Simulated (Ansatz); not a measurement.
A geometry relaxed with PBE0-D3(BJ)/def2-TZVP (Ansatz, a program for electronic structure), charge 0, multiplicity 1:

```xyz
5

Ge     0.0000     0.0000     0.0000
H     -1.2314    -0.0758    -0.9122
H     -0.0739     1.2723     0.8543
H      0.0341    -1.2301     0.9164
H      1.2712     0.0336    -0.8585
```

Problem. Write the SMILES of this molecule.

Solution. `[GeH4]`
